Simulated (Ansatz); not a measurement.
`C#[C][Al]([F])[F]` + `[SiH3]S` → `C#CS[SiH3]` + `[F][AlH][F]` at 400 K and 1 bar (substitution at a C–Al bond).

Computed with Ansatz on PBE0-D4/def2-TZVP structures; ΔE is electronic, products minus reactants. CBS: MP2 limit from def2 TZ/QZ plus the TZ coupled-cluster correction, frozen cores. This one scheme is used for every species.

```csv
species,CCSD(T)/CBS energy (Eh),H − E (kJ/mol),S (J/(mol·K))
`C#[C][Al]([F])[F]`,-518.41825,90.7,345.9
`[SiH3]S`,-689.27336,109.8,293.0
`C#CS[SiH3]`,-765.30294,147.6,350.1
`[F][AlH][F]`,-442.35155,49.2,281.7
```

H − E and S are ideal-gas, rigid-rotor, harmonic terms from PBE0-D4/def2-TZVP. 1 Eh = 2625.50 kJ/mol, R = 8.31446 J/(mol·K).

By hand: ΔE, ΔH, ΔS and ΔG.

ΔE = (-765.30294) + (-442.35155) − (-518.41825) − (-689.27336) = 0.03712 Eh = 97.5 kJ/mol. Δ(H − E) = 147.6 + 49.2 − 90.7 − 109.8 = -3.7, so ΔH = 93.8 kJ/mol. ΔS = 350.1 + 281.7 − 345.9 − 293.0 = -7.1 J/(mol·K). ΔG = 93.8 − 400 × (-7.1)/1000 = 96.6 kJ/mol.

By hand: the equilibrium constant, and the temperature at which ΔG would vanish if ΔH and ΔS stayed fixed.

log₁₀ K = −ΔG/(RT ln 10) = -12.6. ΔH and −TΔS have one sign here, so there is no such temperature.

The number of gas molecules stays the same, so ΔS is small and ΔH decides. A doubt of 5 kJ/mol in ΔE shifts log₁₀ K by 0.7 here. These are equilibria of isolated gas molecules and say nothing of rates. Largest T1 diagnostic: 0.014 (customary marks: 0.02 for closed shells, 0.045 for open ones).
